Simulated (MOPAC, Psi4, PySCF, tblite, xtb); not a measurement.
Dimer CH3F ··· CH3F (SMILES CF and CF) at R = 3.42 Å between the centres of mass, closest contact 2.51 Å (lowest of the rigid-body minima from ten starts at GFN2-xTB). Geometry in Å and degrees:

```
F
C 1 1.3893
H 2 1.0908 1 108.80
H 2 1.0908 3 110.13 1 -119.18
H 2 1.0908 3 110.12 4 -121.63
F 3 2.5357 2 140.46 4 -135.52
C 6 1.3893 3 107.88 2 3.29
H 7 1.0908 6 108.80 3 16.46
H 7 1.0908 8 110.13 6 -119.18
H 7 1.0908 8 110.12 9 -121.63
```

Methods: GFN2-xTB (tblite); SAPT0/jun-cc-pVDZ, frozen core (Psi4); BLYP/def2-TZVP, counterpoise-corrected (Psi4); BLYP-D3(BJ)/def2-TZVP, counterpoise-corrected (Psi4); PBE/def2-TZVP, counterpoise-corrected (Psi4); PBE-D3(BJ)/def2-TZVP, counterpoise-corrected (Psi4); wB97X-D/def2-TZVP, counterpoise-corrected (Psi4); HF/aug-cc-pVDZ, counterpoise-corrected (Psi4); MP2/aug-cc-pVDZ = DF-MP2/aug-cc-pVDZ, frozen core, counterpoise-corrected (Psi4); SCS-MP2/aug-cc-pVDZ = DF-SCS-MP2/aug-cc-pVDZ, frozen core, counterpoise-corrected (Psi4); PM6, restricted, heats of formation (MOPAC); PM3, restricted, heats of formation (MOPAC); GFN1-xTB (xtb); RKS-B3LYP/6-31G* = restricted B3LYP/6-31G*, spherical d, no counterpoise correction (PySCF 2.14.0); RKS-BP86/6-31G* = PySCF 2.14.0 with restricted BP86/6-31G*, spherical d, no counterpoise correction; RHF/3-21G = restricted Hartree-Fock/3-21G, no counterpoise correction in PySCF 2.14.0; RKS-B3LYP/3-21G = PySCF with restricted B3LYP/3-21G, no counterpoise correction.

### Question
What interaction energy does each level give?

### Answer

```
method                 E_int / kcal/mol
---------------------  ----------------
RKS-B3LYP/3-21G                   -7.25
RHF/3-21G                         -5.64
RKS-B3LYP/6-31G*                  -4.02
RKS-BP86/6-31G*                   -3.09
GFN2-xTB                          -2.44
PBE-D3(BJ)/def2-TZVP              -2.17
SAPT0/jun-cc-pVDZ                 -2.15
GFN1-xTB                          -2.12
wB97X-D/def2-TZVP                 -1.95
MP2/aug-cc-pVDZ                   -1.89
BLYP-D3(BJ)/def2-TZVP             -1.82
SCS-MP2/aug-cc-pVDZ               -1.59
PBE/def2-TZVP                     -1.51
HF/aug-cc-pVDZ                    -1.10
PM3                               -0.92
BLYP/def2-TZVP                    -0.65
PM6                                0.08
```
